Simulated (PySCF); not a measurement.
**CaBe: one state, many levels of theory**

State: ¹Σ⁺ (singlet), closed shell. Set-up: PySCF, no relativity, basis sets Ca pcseg-1, Be pcseg-1. De refers to Ca + Be in their ground configurations, without counterpoise correction. A positive dipole means Ca(−)Be(+). Levels whose curve was spin-contaminated or gave no clean fit are not listed.

```tsv
Level	Re (Å)	ωe (cm⁻¹)	De (eV)	μ (D)
PBE	3.303	180	0.304	-1.10
PBEsol	3.275	188	0.350	-1.06
PW91	3.295	181	0.311	-1.06
BLYP	3.368	154	0.154	-1.02
r²SCAN	3.359	172	0.266	-1.00
PBE0	3.419	152	0.205	-0.84
HSE06	3.404	155	0.220	-0.86
```

The bond length runs from 3.275 Å (PBEsol) to 3.419 Å (PBE0). De spans 0.15 eV (BLYP, GGA) to 0.35 eV (PBEsol, GGA).

Closed-shell solutions of metal pairs were not tested for spin polarisation, which can lower them a little. The bond is weak. Basis-set superposition, not corrected here, can be much of De in a small basis, most of all at correlated wavefunction levels. Functionals without a dispersion term scatter widely for such bonds, and LDA overbinds them.
